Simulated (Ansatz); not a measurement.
# Relative stability

The two ends of one reaction step of GeH5ClO, closed shell (PBE0-D4/def2-TZVP).

A:

```json
{"atom": "Ge1", "x (Å)": "-0.6802", "y (Å)": "-0.7216", "z (Å)": "0.5833"}
{"atom": "O2", "x (Å)": "0.2046", "y (Å)": "0.8147", "z (Å)": "0.2614"}
{"atom": "H3", "x (Å)": "-1.8865", "y (Å)": "-0.8050", "z (Å)": "-0.3647"}
{"atom": "H4", "x (Å)": "0.3648", "y (Å)": "-1.7991", "z (Å)": "0.3013"}
{"atom": "H5", "x (Å)": "-1.1362", "y (Å)": "-0.7099", "z (Å)": "2.0503"}
{"atom": "H6", "x (Å)": "1.3356", "y (Å)": "0.8465", "z (Å)": "-1.0624"}
{"atom": "Cl7", "x (Å)": "2.1421", "y (Å)": "0.7743", "z (Å)": "-2.0935"}
{"atom": "H8", "x (Å)": "-0.3440", "y (Å)": "1.6000", "z (Å)": "0.3242"}
```

B:

Ge1  (-0.604, -1.111, -0.271)
O2  (1.009, 1.439, 0.948)
H3  (-1.305, -2.305, -0.933)
H4  (0.561, -1.549, 0.614)
H5  (-1.603, -0.199, 0.441)
H6  (1.161, 1.436, -0.003)
Cl7  (0.235, 0.027, -1.922)
H8  (0.546, 2.261, 1.124)
(Å)

Program: Ansatz 0.2.0. Basis: def2-TZVPP. Cores are frozen in the correlated methods. Filled d shells of the heavier atoms are correlated. The def2 sets are not built for correlating such inner shells, so the correlated values are less sure here. B3LYP uses VWN-RPA correlation.

Problem. Which structure is lower at CCSD(T), and by how much? (An estimate is asked for; the value comes from the calculation.)

Solution. By the calculation: B, by 38.0 kJ/mol (electronic energy, against the other). By their contacts, A is a complex of GeH₄O ([OH][GeH3]) + HCl and B is a complex of GeH₃Cl ([Cl][GeH3]) + H₂O.

All methods give the same order:

```json
{"method": "SPW92", "E(B) − E(A) (kJ/mol)": "-29.7"}
{"method": "PBE-D4", "E(B) − E(A) (kJ/mol)": "-38.9"}
{"method": "BLYP-D4", "E(B) − E(A) (kJ/mol)": "-35.3"}
{"method": "r2SCAN-D4", "E(B) − E(A) (kJ/mol)": "-39.3"}
{"method": "B97M-V", "E(B) − E(A) (kJ/mol)": "-41.3"}
{"method": "PBE0-D4", "E(B) − E(A) (kJ/mol)": "-42.8"}
{"method": "B3LYP-D4", "E(B) − E(A) (kJ/mol)": "-38.5"}
{"method": "r2SCAN0-D4", "E(B) − E(A) (kJ/mol)": "-42.9"}
{"method": "BHLYP-D4", "E(B) − E(A) (kJ/mol)": "-42.5"}
{"method": "CAM-B3LYP-D4", "E(B) − E(A) (kJ/mol)": "-34.9"}
{"method": "wB97X-V", "E(B) − E(A) (kJ/mol)": "-40.4"}
{"method": "wB97M-V", "E(B) − E(A) (kJ/mol)": "-43.5"}
{"method": "B2PLYP", "E(B) − E(A) (kJ/mol)": "-36.7"}
{"method": "PBE-QIDH", "E(B) − E(A) (kJ/mol)": "-41.5"}
{"method": "RPA on PBE", "E(B) − E(A) (kJ/mol)": "-36.3"}
{"method": "HF", "E(B) − E(A) (kJ/mol)": "-47.1"}
{"method": "MP2", "E(B) − E(A) (kJ/mol)": "-37.8"}
{"method": "CCSD", "E(B) − E(A) (kJ/mol)": "-39.4"}
{"method": "CCSD(T)", "E(B) − E(A) (kJ/mol)": "-38.0"}
```

T1 diagnostic: at most 0.011.

Labels in which every atom is bracketed show which atoms are joined, not bond orders.

For scale, one of the runs: CCSD(T)/def2-TZVPP, 191 basis functions, launched by `ansatz run in.yaml --threads 4 --pin off --events-out ev --progress --plain --max-ram 9574MiB`. Time: 50 s of wall clock on 4 CPU threads of an Arm Neoverse V1; the host was shared. Peak host memory: 2.1 GiB.
